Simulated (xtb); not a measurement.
xtb input:

```bash
xtb mol.xyz --gfn 2 --ohess tight --chrg -1 --uhf 0
```
mol.xyz:
```
5

O     -0.86066983     1.94549840     0.41956521
B     -0.89905227     0.68247997     0.17915276
O     -1.97796404    -0.23780592     0.10311823
Br     0.87957864    -0.51148071    -0.18327647
H     -2.73317693     0.32396526     0.29297270
```

### Question
Which total energy does the run end on?

### Answer
-14.32251 Eh (GFN2-xTB).

It need not be the lowest isomer of its formula. Whether it binds its extra electron was not tested at this geometry.
